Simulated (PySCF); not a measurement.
Isomers of [C7H7OS]+ (charge +1), one GFN2-xTB conformer each. Single-point energies are computed at B3LYP/def2-SVPD (PySCF, gas phase, no added dispersion term), electronic only.

| SMILES | GFN2-xTB relative energy (kJ/mol) |
| --- | --- |
| C#CC[c+]1occ(C)s1 | 39.5 |
| C1=C(c2co[cH+]s2)CC1 | 0.0 |
| C=CC(=C)c1co[cH+]s1 | 49.4 |

Conformers: `[CH:1]#[C:2][CH2:3][c+:4]1[o:5][cH:6][c:7]([CH3:8])[s:9]1` (charge +1) with C2–C3–C4–O5 86°; `[CH:1]1=[C:2]([c:3]2[cH:4][o:5][cH+:6][s:7]2)[CH2:8][CH2:9]1` (charge +1) with C1–C2–C3–C4 -179°; `[CH2:1]=[CH:2][C:3](=[CH2:4])[c:5]1[cH:6][o:7][cH+:8][s:9]1` (charge +1) with C1–C2–C3–C4 -155°, C2–C3–C5–C6 29°.

Problem. What does B3LYP/def2-SVPD give for the same structures?

Solution. 
```tsv
SMILES	B3LYP/def2-SVPD E (Eh)	B3LYP/def2-SVPD (kJ/mol)	GFN2-xTB (kJ/mol)	point group
C=CC(=C)c1co[cH+]s1	-743.69218	0.0	49.4	C1
C1=C(c2co[cH+]s2)CC1	-743.68698	13.7	0.0	Cs
C#CC[c+]1occ(C)s1	-743.67702	39.8	39.5	C1
```

GFN2-xTB puts C1=C(c2co[cH+]s2)CC1 lowest instead; measured from each level's own lowest isomer, the values differ by up to 49.4 kJ/mol (C=CC(=C)c1co[cH+]s1: 49.4 against 0.0). Neighbours under 21 kJ/mol apart (C=CC(=C)c1co[cH+]s1 and C1=C(c2co[cH+]s2)CC1) can change places with a better method, another conformer or zero-point energy.

Problem. Which frontier levels and rotational constants go with these structures?

Solution. 
```tsv
SMILES	HOMO (eV, B3LYP/def2-SVPD)	LUMO (eV)	A, B, C (MHz)
C=CC(=C)c1co[cH+]s1	-10.82	-7.72	2538, 1142, 837.5
C1=C(c2co[cH+]s2)CC1	-11.04	-7.59	3811, 911.4, 742.4
C#CC[c+]1occ(C)s1	-11.71	-7.34	3223, 870.6, 814.7
```
